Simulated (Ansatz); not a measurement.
Basis-set extrapolation for CH7B2NSi, SMILES `C[Si]1(N)BB1` (PBE0-D4/def2-TZVP geometry, frozen core, Ansatz). Multiplicity 1, RHF reference.

```
                      def2-TZVPP   def2-QZVPP
                 HF  -434.695777  -434.711660
    MP2 correlation    -0.722613    -0.770353
CCSD(T) correlation    -0.802698      not run
```

Energies in hartree. Use E(X) = E(∞) + A·exp(−7.88·√X) for Hartree–Fock and E(X) = E(∞) + B·X^(−2.97) for correlation, with X = 3 and 4, and add CCSD(T) minus MP2 of the smaller set to the MP2 limit.

**Question.** What is the CCSD(T) energy at the basis-set limit?

**Answer.** HF limit: -434.711660 + (-0.015883) × 0.13774 = -434.71385. MP2 limit: -0.770353 + (-0.047740) × 0.74074 = -0.80572. Higher-order term: -0.802698 − (-0.722613) = -0.08009. Total: -435.59966 hartree, 63.5 kcal/mol below CCSD(T)/def2-TZVPP.
